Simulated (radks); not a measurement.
Results of a calculation; reference values are marked as such.
The calcium ion Ca+ inside a hard spherical wall (all orbitals vanish at R), configuration held at [Ar] 4s1 and not refilled when levels cross. Level of theory: non-relativistic Kohn-Sham, LDA (Slater exchange, Perdew-Wang correlation), spin-unpolarised, spherical densities, point nucleus (a radial shooting solver on a logarithmic mesh with Libxc functionals). Eigenvalues in eV, with the zero of energy where the potential of the charges vanishes at infinity; a dash marks a level that is unbound or too diffuse for the functional's potential to be trusted. A positive occupied level is held by the wall or, in an anion where self-interaction has pushed it up, behind a barrier. The pressure on the wall is -dE/dV.

R (bohr) = free: E (hartree) -675.49891; kinetic (hartree) 674.434; e(2p) -341.34; e(3s) -53.369; e(3p) -34.948; e(4s) -9.133; e(3d, empty) -8.709; e(4p, empty) -6.073; pressure (GPa) 0
R (bohr) = 20: E (hartree) -675.49891; kinetic (hartree) 674.434; e(2p) -341.34; e(3s) -53.369; e(3p) -34.948; e(4s) -9.133; e(3d, empty) -8.709; e(4p, empty) -6.073; pressure (GPa) < 0.0001
R (bohr) = 15: E (hartree) -675.49891; kinetic (hartree) 674.434; e(2p) -341.34; e(3s) -53.369; e(3p) -34.948; e(4s) -9.133; e(3d, empty) -8.709; e(4p, empty) -6.073; pressure (GPa) < 0.0001
R (bohr) = 10: E (hartree) -675.49868; kinetic (hartree) 674.437; e(2p) -341.33; e(3s) -53.350; e(3p) -34.930; e(4s) -9.117; e(3d, empty) -8.693; e(4p, empty) -6.020; pressure (GPa) 0.00705
R (bohr) = 8: E (hartree) -675.49598; kinetic (hartree) 674.459; e(2p) -341.19; e(3s) -53.221; e(3p) -34.803; e(4s) -8.977; e(3d, empty) -8.578; e(4p, empty) -5.704; pressure (GPa) 0.131
R (bohr) = 7: E (hartree) -675.48927; kinetic (hartree) 674.502; e(2p) -340.96; e(3s) -53.010; e(3p) -34.596; e(4s) -8.688; e(3d, empty) -8.384; e(4p, empty) -5.163; pressure (GPa) 0.536
R (bohr) = 4: E (hartree) -675.20003; kinetic (hartree) 675.612; e(2p) -337.51; e(3s) -50.164; e(3p) -31.818; e(4s) 0.314; e(3d, empty) -4.972; e(4p, empty) 7.121; pressure (GPa) 54.4
R (bohr) = 3.5: E (hartree) -674.92497; kinetic (hartree) 676.614; e(2p) -335.19; e(3s) -48.504; e(3p) -30.137; e(4s) 7.624; e(3d, empty) -2.659; e(4p, empty) 15.875; pressure (GPa) 151
R (bohr) = 2.5: E (hartree) -672.67493; kinetic (hartree) 684.647; e(2p) -319.93; e(3s) -38.192; e(3p) -18.991; e(4s) 53.445; e(3d, empty) 11.426; e(4p, empty) 65.438; pressure (GPa) 1960
